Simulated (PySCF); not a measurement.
**Steps of a relaxation of [Hf(OH)3(H2O)]+**

[Hf(OH)3(H2O)]+ (singlet). PySCF 2.14.0, RKS PBE0, Hf def2-SVP with ECP60, O def2-SVP, H def2-SVP; non-relativistic Hamiltonian with scalar-relativistic core potentials where named; density fitting; no spin-orbit coupling. Origin of the start: template. Columns: position (Å) and force (eV/Å). Energies are counted from the last step; some of the 16 steps are shown. Forces carry noise of the integration grid, about 0.01 to 0.03 eV/Å.

Run from Python with OMP_NUM_THREADS=2. Where DIIS fails, smearing, a level shift and second-order steps follow.
It took 55 s on 2 threads of Arm Neoverse V2, on a shared host, from the converged density of the start.

```xyz
10
step 0  E = 0.244 eV
Hf    0.0171   -0.0151    0.0161     1.32   -1.17    1.21
O     1.1247    1.0925    1.1237    -0.36   -0.17   -0.49
H     1.8918    1.3646    1.6433    -0.22   -0.07   -0.11
O    -1.0905   -1.1227    1.1237    -0.25    0.66   -0.61
H    -1.8576   -1.3948    1.6433     0.41   -0.11    0.01
O     1.1247   -1.1227   -1.0915    -0.69    0.33   -0.01
H     1.3968   -1.8898   -1.6111     0.07    0.18    0.27
O    -1.2415    1.2435   -1.2425    -0.30    0.36   -0.28
H    -1.2678    2.2129   -1.2688     0.09    0.16    0.09
H    -1.8965    0.9555   -1.8975    -0.06   -0.17   -0.08
```

```xyz
10
step 5  E = 0.030 eV
Hf    0.0451   -0.0882    0.0466    -0.07    0.12   -0.06
O     1.0979    1.1135    1.0819     0.14   -0.07    0.02
H     1.8159    1.4836    1.6115    -0.22   -0.06   -0.13
O    -1.2148   -1.0969    1.0435     0.05    0.18   -0.04
H    -1.7629   -1.4884    1.7277     0.04   -0.09    0.00
O     1.0218   -1.1647   -1.1763    -0.14    0.03    0.18
H     1.4442   -1.9301   -1.5718     0.08   -0.01   -0.08
O    -1.2003    1.2683   -1.2221     0.09   -0.10    0.08
H    -1.2038    2.2391   -1.2082     0.02   -0.01    0.02
H    -1.8423    0.9880   -1.8945     0.01    0.00    0.01
```

```xyz
10
step 10  E = 0.002 eV
Hf    0.0233   -0.1043    0.0471     0.01   -0.01    0.02
O     1.1069    1.1235    1.0051     0.01   -0.01    0.00
H     1.7368    1.5556    1.5874     0.00    0.00    0.00
O    -1.2415   -1.0281    1.1112     0.04   -0.02    0.00
H    -1.7373   -1.5980    1.7034    -0.01    0.00    0.02
O     0.9554   -1.2407   -1.1489    -0.01   -0.05   -0.01
H     1.4685   -1.9140   -1.6040    -0.01    0.05    0.03
O    -1.1640    1.2683   -1.2096    -0.02    0.01   -0.04
H    -1.1460    2.2374   -1.1530    -0.01    0.00   -0.01
H    -1.8014    1.0246   -1.9002     0.00    0.03    0.00
```

Task: Where does the relaxation end?

Result: It converges at step 15 in C1:
```xyz
10
step 15  E = 0
Hf    0.0020   -0.1056    0.0431
O     1.1053    1.1084    0.9937
H     1.7242    1.5367    1.5904
O    -1.2304   -1.0453    1.1299
H    -1.7085   -1.6160    1.7361
O     0.9341   -1.2496   -1.1430
H     1.4874   -1.8982   -1.5857
O    -1.1739    1.2828   -1.2266
H    -1.1353    2.2514   -1.1689
H    -1.8040    1.0597   -1.9306
```

Task: How did the contacts change?

Result: 
```csv
contact,start (Å),end (Å)
Hf1–O2 (OH),1.918,1.896
Hf1–O4 (OH),1.918,1.893
Hf1–O6 (OH),1.918,1.893
Hf1–O8 (H2O),2.180,2.219
```
